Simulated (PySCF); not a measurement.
C4H6OSe, SMILES C=C1OC[C@H]1[SeH]. Atoms are numbered in the order given.

```xyz
12

C      2.4791     0.0547     0.0415
C      1.3648    -0.6648    -0.0521
O      1.1103    -1.9220     0.4244
C     -0.2572    -1.8642    -0.0132
C     -0.0144    -0.4769    -0.6290
Se    -0.9580     1.0716     0.0822
H      2.5097     1.0553    -0.3897
H      3.3597    -0.3429     0.5477
H     -0.4941    -2.6719    -0.7238
H     -0.9576    -1.8827     0.8357
H     -0.0446    -0.4438    -1.7265
H     -2.1167     0.9365    -0.8170
```

The structure is a stationary point at PBE0-D3(BJ)/def2-SVP. The structure was generated by enumeration; whether it is a known compound was not checked. Other conformers were not sampled.

Computed with PBE/def2-TZVP (PySCF).

The molecule is in vacuum.

Computed frontier levels, gap, dipole moment and polarisability:
```
Property                                                                                                       Result
---------------------------------------------------------------------------------------------  ----------------------
highest occupied level                                                                                       -5.47 eV
lowest empty level                                                                                           -1.18 eV
orbital gap                                                                                                   4.29 eV
dipole moment                                                                                                  2.04 D
quadrupole, principal values (traceless, Buckingham form, about the centre of nuclear charge)  -4.55, -1.40, 5.95 D·Å
mean static polarisability                                                                      77.7 bohr³ (11.51 Å³)
polarisability, principal values                                                               58.0, 81.3, 93.8 bohr³
```
